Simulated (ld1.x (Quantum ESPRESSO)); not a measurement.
# Transferability test, PAW potential for As (Z = 33)

```json
{"Element": "arsenic", "Generator": "ld1.x (Quantum ESPRESSO) 7.5", "Type": "PAW", "Functional": "revPBE", "Relativity": "scalar-relativistic", "Frozen core": "[Ar]", "Valence charge": "15", "Reference configuration": "3d10 4s2 4p3", "Partial waves": "4s (bound): rcut 1.30, rcutus 1.65 bohr; 4s channel at 0.35 Ry: rcut 1.30, rcutus 1.65 bohr; 4p (bound): rcut 1.30, rcutus 1.45 bohr; 4p channel at 1.25 Ry: rcut 1.30, rcutus 1.45 bohr; 3d (bound): rcut 0.80, rcutus 0.95 bohr; 3d channel at -2.5 Ry: rcut 0.80, rcutus 0.95 bohr", "Local potential": "all-electron potential smoothed inside 1.50 bohr (lloc = -2)", "Core correction": "Bessel-smoothed model core inside 1.00 bohr", "Augmentation charge": "BESSEL, radius 0.55 bohr"}
```

Energies are relative to the spin-unpolarised reference configuration 3d10 4s2 4p3; without spin polarisation the order of configurations can differ from experiment. The frozen-core shift is the all-electron ΔE with the core orbitals held at their reference shape minus the fully relaxed ΔE.

```csv
valence configuration,charge,ΔE all-electron (eV),error AE − PS (meV),frozen-core shift (meV)
3d10 4s2 4p1,+2,26.961,-3.9,+3.3
3d10 4s2 4p0,+3,54.558,-9.8,+8.8
3d10 4s1 4p0,+4,105.002,-27,+26
3d10 4s2 4p2.5,+0.5,3.534,-0.5,+0.3
3d10 4s1 4p3,+1,19.190,-1.3,+2.0
3d10 4s1 4p4,0,9.391,+0.2,+0.8
```

(1) What are ΔE and the potential's error for 3d10 4s2 4p2?

Levels in the configuration 3d10 4s2 4p2.5:

```json
{"level": "3d", "all-electron (eV)": "-45.213", "pseudo (eV)": "-45.212"}
{"level": "4s", "all-electron (eV)": "-18.678", "pseudo (eV)": "-18.678"}
{"level": "4p", "all-electron (eV)": "-9.049", "pseudo (eV)": "-9.049"}
```

## Answers

(1) ΔE = 9.105 eV all-electron; the error (AE − PS) is -1.3 meV.
